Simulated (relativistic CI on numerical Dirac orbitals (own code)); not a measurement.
# Radial parameters of Ru22+

Computed by Dirac-Coulomb-Breit CI, orbitals from a KLI potential per configuration, QED by a radiative potential, unscaled Slater integrals (own radial code, finite nucleus).

Slater integrals F^k, G^k are unscaled and averaged over j, outside the closed core [Ne]; ζ comes from projecting the Hamiltonian with its Breit term on Σ l·s of the shell.

- 3s²3p⁶3d⁴: F^2(3d,3d) = 299830, F^4(3d,3d) = 192800, ζ(3d) = 16958 cm⁻¹; <r>(3d) = 0.3373, <r^2>(3d) = 0.1329 (bohr units).
- 3s²3p⁵3d⁵: ζ(3p) = 140050, F^2(3d,3d) = 299030, F^4(3d,3d) = 192260, F^2(3p,3d) = 267810, G^1(3p,3d) = 297020, G^3(3p,3d) = 194820, ζ(3d) = 16683 cm⁻¹; <r>(3p) = 0.3711, <r^2>(3p) = 0.159, <r>(3d) = 0.3381, <r^2>(3d) = 0.1335 (bohr units).
- 3s3p⁶3d⁵: F^2(3d,3d) = 298730, F^4(3d,3d) = 192070, G^2(3s,3d) = 224440, ζ(3d) = 16845 cm⁻¹; <r>(3s) = 0.3775, <r^2>(3s) = 0.1624, <r>(3d) = 0.3384, <r^2>(3d) = 0.1338 (bohr units).

Question: Give the Racah parameters of the d shell in 3s²3p⁶3d⁴.

Answer: B = F²/49 − 5F⁴/441 = 3933 cm⁻¹ and C = 35F⁴/441 = 15302 cm⁻¹.

Averages of the first 10 configurations, taken without configuration mixing, which lowers the lowest level and can move excited configurations by several eV; other configurations of the list can lie among them:

```tsv
Configuration	Parity	States	Average energy above the lowest level (eV)
3s²3p⁶3d⁴	even	210	20.8
3s²3p⁵3d⁵	odd	1512	185.8
3s3p⁶3d⁵	even	504	304.9
3s²3p⁶3d³4s	even	240	437.4
3s²3p⁶3d³4p	odd	720	478.9
3s²3p⁶3d³4d	even	1200	539.0
3s²3p⁶3d³4f	odd	1680	593.7
3s²3p⁵3d⁴4s	odd	2520	597.9
3s²3p⁶3d²4s4p	odd	540	913.2
3s²3p⁶3d³5s	even	240	692.4
```
